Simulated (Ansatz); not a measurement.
Basis-set series for C2H8O3Sn (`C[CH2][Sn]([OH])([OH])[OH]`). Total charge 0; spin multiplicity 1. Sn takes the def2 core potential. All single points use the PBE0-D4/def2-TZVP geometry. It is one conformer, not always the lowest.

```tsv
functional	basis	functions	energy (Eh)	HOMO (eV)	LUMO (eV)
PBE0-D4	def2-SVP	136	-520.47458	-7.87	-0.36
PBE0-D4	def2-TZVPP	317	-520.87668	-8.08	-0.73
ωB97M-V	def2-SVP	136	-520.62623	-10.14	1.56
ωB97M-V	def2-TZVPP	317	-521.04099	-10.35	1.03
```

Question: Give the rows for def2-QZVPP. (Best estimate.)

Answer: Ansatz gave: 
| functional | basis | functions | energy (Eh) | HOMO (eV) | LUMO (eV) |
| --- | --- | --- | --- | --- | --- |
| PBE0-D4 | def2-QZVPP | 607 | -520.89791 | -8.12 | -0.90 |
| ωB97M-V | def2-QZVPP | 607 | -521.06158 | -10.39 | 0.68 |

Positive LUMOs are unbound and depend on the basis.
